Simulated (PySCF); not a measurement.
Isomers of C4H9OPSi.

All values: PBE0/pcSseg-1 (PySCF) at GFN2-xTB geometries, gas phase, one conformer each.

Question: Rank by the lowest Hirshfeld charge on any atom, highest value first.
A. `[CH2:1]=[CH:2][C@@H:3]1[C@H:4]([SiH3:5])[P@H:6]1=[O:7]` with C1–C2–C3–C4 -144°
B. `[O:1]=[P@H:2]1[CH2:3][CH:4]=[C:5]([SiH3:6])[CH2:7]1` with O1–P2–C3–C4 150°, P2–C3–C4–C5 -18°, C4–C5–C7–P2 18°, O1–P2–C7–C5 -150°
C. `[CH2:1]=[CH:2][Si@:3]1([PH2:4])[CH2:5][CH2:6][O:7]1` with C1–C2–Si3–P4 0°, C2–Si3–P4–H -160° and -67°
D. `[CH2:1]=[CH:2][P:3]([SiH3:4])[C:5]([CH3:6])=[O:7]` with C1–C2–P3–Si4 -81°, C2–P3–C5–C6 180°

Answer: D (-0.216 e), C (-0.265 e), A (-0.384 e), B (-0.407 e).

Question: Rank by HOMO–LUMO gap, lowest first.
A. `[O:1]=[P@H:2]1[CH2:3][CH:4]=[C:5]([SiH3:6])[CH2:7]1` with O1–P2–C3–C4 150°, P2–C3–C4–C5 -18°, C4–C5–C7–P2 18°, O1–P2–C7–C5 -150°
B. `[CH2:1]=[CH:2][P:3]([SiH3:4])[C:5]([CH3:6])=[O:7]` with C1–C2–P3–Si4 -81°, C2–P3–C5–C6 180°
C. `[O:1]=[P@@H:2]1[CH:3]=[C:4]([SiH3:5])[CH2:6][CH2:7]1` with O1–P2–C3–C4 -137°, C3–C4–C6–C7 20°, C4–C6–C7–P2 -26°, O1–P2–C7–C6 148°

Answer: B (5.76 eV), C (6.45 eV), A (7.05 eV).

Question: Rank by HOMO energy, lowest first.
A. `[O:1]=[P@H:2]1[CH2:3][CH:4]=[C:5]([SiH3:6])[CH2:7]1` with O1–P2–C3–C4 150°, P2–C3–C4–C5 -18°, C4–C5–C7–P2 18°, O1–P2–C7–C5 -150°
B. `[CH2:1]=[CH:2][C@@H:3]1[C@H:4]([SiH3:5])[P@H:6]1=[O:7]` with C1–C2–C3–C4 -144°
C. `[CH2:1]=[CH:2][Si@:3]1([PH2:4])[CH2:5][CH2:6][O:7]1` with C1–C2–Si3–P4 0°, C2–Si3–P4–H -160° and -67°

Answer: A (-7.64 eV), C (-7.26 eV), B (-6.88 eV).

All values together:

```csv
SMILES,μ (D),HOMO (eV),LUMO (eV),lowest IAO charge (e),highest IAO charge (e),lowest Hirshfeld charge (e),highest Hirshfeld charge (e)
C=C[Si@]1(P)CCO1,2.54,-7.26,-0.86,-0.672 (O),+1.078 (Si),-0.265 (O),+0.390 (Si)
O=[P@H]1CC=C([SiH3])C1,3.70,-7.64,-0.59,-0.905 (O),+1.416 (P),-0.407 (O),+0.418 (P)
C=C[C@@H]1[C@H]([SiH3])[P@H]1=O,3.44,-6.88,-0.36,-0.870 (O),+1.359 (P),-0.384 (O),+0.394 (P)
C=CP([SiH3])C(C)=O,1.81,-6.85,-1.09,-0.473 (C),+0.432 (Si),-0.216 (O),+0.262 (Si)
O=[P@@H]1C=C([SiH3])CC1,4.44,-7.59,-1.13,-0.909 (O),+1.410 (P),-0.409 (O),+0.402 (P)
```

Conformers: `[CH2:1]=[CH:2][Si@:3]1([PH2:4])[CH2:5][CH2:6][O:7]1` with C1–C2–Si3–P4 0°, C2–Si3–P4–H -160° and -67°; `[O:1]=[P@H:2]1[CH2:3][CH:4]=[C:5]([SiH3:6])[CH2:7]1` with O1–P2–C3–C4 150°, P2–C3–C4–C5 -18°, C4–C5–C7–P2 18°, O1–P2–C7–C5 -150°; `[CH2:1]=[CH:2][C@@H:3]1[C@H:4]([SiH3:5])[P@H:6]1=[O:7]` with C1–C2–C3–C4 -144°; `[CH2:1]=[CH:2][P:3]([SiH3:4])[C:5]([CH3:6])=[O:7]` with C1–C2–P3–Si4 -81°, C2–P3–C5–C6 180°; `[O:1]=[P@@H:2]1[CH:3]=[C:4]([SiH3:5])[CH2:6][CH2:7]1` with O1–P2–C3–C4 -137°, C3–C4–C6–C7 20°, C4–C6–C7–P2 -26°, O1–P2–C7–C6 148°.
